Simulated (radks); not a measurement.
Values are calculated unless marked as measured or tabulated.
Ionisation of neutral erbium, [Xe] 4f12 6s2, to Er+, [Xe] 4f12 6s1, under several functionals. Scalar-relativistic Kohn-Sham, spin-polarised, spherical densities, finite nucleus; open shells are filled with parallel spins first (spin-orbit coupling, left out, can overturn this in heavy ions); a radial shooting solver on a logarithmic mesh with Libxc functionals. Known Delta-SCF values: RPBE 6.097 eV; Wu-Cohen GGA 6.053 eV. What does HCTH/407 give, and what is its highest occupied eigenvalue?

Answer. 6.540 eV by Delta-SCF; the 4f eigenvalue is -3.005 eV. NIST: 6.108 eV (measured).
